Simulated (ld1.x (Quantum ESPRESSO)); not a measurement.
## Scattering properties, TM potential for N

ld1.x (Quantum ESPRESSO) 7.5 input, shortened:

```
&input
   title='N', zed=7., rel=1, dft='PBE', iswitch=3,
   config='[He] 2s2 2p3'
 /
 &inputp
   pseudotype=2, tm=.true., lloc=0,
   nlcc=.true., new_core_ps=.true., rcore=0.70
 /
2
2P  2  1   3.00   0.00  1.30  1.30  0.0
2S  1  0   2.00   0.00  0.90  0.90  0.0
 &test
   configts(1)='2s2 2p3'
 /
```

The phase is arctan(r·u′/u) with u = r·R(r), unwrapped; energies in Ry, scanned from -3 to 5 Ry. A pole is an energy at which the radial function vanishes at the test radius. The pseudo phase is shifted by a multiple of π to meet the all-electron one at the reference energy, and phase errors are pseudo minus all-electron; the curves can meet again beyond the range given. Levels narrower than the energy grid can be missing from the lists of poles.

Q: For each channel, where are the poles, and over which energies does the pseudopotential scatter like the atom?

A:

```json
{"channel": "s", "radius (bohr)": "1.40", "reference energy (Ry)": "-1.37", "poles, all-electron": "2.06", "poles, pseudo": "2.02", "unbroken range about the reference energy with phases within 0.05 rad": "the whole range", "phase error 1 Ry above the reference energy (rad)": "-0.001"}
{"channel": "p", "radius (bohr)": "1.40", "reference energy (Ry)": "-0.52", "poles, all-electron": "2.13", "poles, pseudo": "2.17", "unbroken range about the reference energy with phases within 0.05 rad": "the whole range", "phase error 1 Ry above the reference energy (rad)": "+0.002"}
```

Phases in the s channel:

```csv
E (Ry),all-electron,pseudo
-3.00,0.702,0.701
-2.76,0.583,0.582
-2.52,0.430,0.429
-2.28,0.238,0.237
-2.04,0.006,0.005
-1.80,-0.248,-0.249
-1.56,-0.495,-0.496
-1.32,-0.711,-0.711
-1.08,-0.885,-0.885
-0.84,-1.022,-1.022
-0.60,-1.128,-1.129
-0.36,-1.212,-1.213
-0.12,-1.280,-1.281
0.12,-1.335,-1.336
0.36,-1.381,-1.382
0.60,-1.420,-1.421
0.84,-1.453,-1.454
1.08,-1.482,-1.483
1.32,-1.507,-1.509
1.56,-1.530,-1.532
1.80,-1.551,-1.553
2.04,-1.570,-1.572
2.28,-1.587,-1.589
2.52,-1.603,-1.606
2.76,-1.618,-1.621
3.00,-1.633,-1.636
3.24,-1.647,-1.650
3.48,-1.660,-1.664
3.72,-1.673,-1.677
3.96,-1.685,-1.691
4.20,-1.698,-1.704
4.44,-1.710,-1.717
4.68,-1.723,-1.730
4.92,-1.735,-1.744
```
